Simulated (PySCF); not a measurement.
**How methods differ on the ionisation energy of Ti¹¹⁺**

Ti¹¹⁺ [Ne] 3s1 (2S) → Ti¹²⁺ [Ne] (1S), as a difference of total energies. Calculation: PySCF 2.14, in an even-tempered Gaussian basis (17 s from 0.59 bohr⁻², ratio 2.5; 11 p from 0.76 bohr⁻², ratio 2.5; 5 d from 3.3 bohr⁻², ratio 2.7; 4 f from 5 bohr⁻², ratio 2.7); no relativity, point nucleus. Correlated levels: outer shells: 1s2 frozen; virtual orbitals above 40 to 60 times the deepest correlated orbital energy dropped. The calculations carry no spin-orbit coupling.

```tsv
method	ionisation energy (eV)	difference from reference (eV)
UHF	289.38	-2.12
LDA	290.90	-0.60
PBE	291.33	-0.17
PBE0	290.93	-0.57
r2SCAN	289.66	-1.84
PBEsol	290.67	-0.83
BLYP	291.86	+0.36
MP2 (outer shells)	289.93	-1.57
SCS-MP2 (outer shells)	289.83	-1.67
```

Reference: 291.50 eV (semi-empirical (NIST evaluation); NIST Atomic Spectra Database, ionization energies).

These non-relativistic numbers lack the scalar-relativistic shift.
